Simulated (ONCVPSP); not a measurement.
## Plane-wave convergence, ONCV potential for Nb

```json
{"Element": "Nb (Z = 41)", "Generator": "ONCVPSP 4.0.1", "Type": "optimised norm-conserving Vanderbilt (ONCV)", "Functional": "LDA (Perdew-Wang 92)", "Relativity": "fully relativistic", "Frozen core": "[Ar] 3d10", "Valence charge": "13", "Reference configuration": "4s2 4p6 4d3 5s2", "Partial waves": "4s+5s: rc 1.60 bohr, ncon 4, nbas 8, qcut 9 1/bohr, 2 projectors; 4p: rc 1.20 bohr, ncon 4, nbas 7, qcut 7.1 1/bohr, 2 projectors, debl 1.7 Ha; 4d: rc 2.30 bohr, ncon 5, nbas 9, qcut 6.7 1/bohr, 2 projectors, debl 0.4 Ha", "Local potential": "polynomial inside 1.10 bohr (lpopt 1, dvloc0 2 Ha)", "Core correction": "Teter function, fcfact 4.75, rcfact 1.1"}
```

Open shells are filled in proportion to 2j + 1.

Q: For each optimised wave give the share of its norm inside rc, the residual kinetic energy above qcut (Ha) and the cutoffs (Ha) for errors of 10, 1, 0.1 and 0.01 mHa per electron.

A:

| wave | norm inside rc | residual KE | 10 mHa | 1 mHa | 0.1 mHa | 0.01 mHa |
| --- | --- | --- | --- | --- | --- | --- |
| 4s | 0.868 | 5.3e-08 | 19.3 | 25.1 | 29.6 | 33.3 |
| 5s | 0.043 | 2.1e-08 | 14.6 | 21.6 | 27.2 | 31.9 |
| 4p j=3/2 | 0.450 | 1.9e-03 | 19.0 | 29.3 | 86.2 | 103.0 |
| p projector 2 j=3/2 | 0.084 | 7.6e-04 | 9.5 | 24.1 | 112.7 | 142.5 |
| 4p j=1/2 | 0.478 | 2.4e-03 | 19.4 | 39.6 | 90.8 | 106.3 |
| p projector 2 j=1/2 | 0.084 | 8.3e-04 | 9.4 | 24.5 | 84.6 | 140.7 |
| 4d j=5/2 | 0.678 | 1.3e-06 | 11.6 | 15.3 | 18.3 | 20.5 |
| d projector 2 j=5/2 | 0.118 | 7.2e-07 | 9.8 | 13.9 | 17.3 | 19.9 |
| 4d j=3/2 | 0.688 | 1.4e-06 | 11.7 | 15.4 | 18.4 | 20.6 |
| d projector 2 j=3/2 | 0.115 | 7.8e-07 | 9.9 | 14.0 | 17.4 | 20.0 |

The occupied waves need 40 Ha and 91 Ha for 1 and 0.1 mHa.
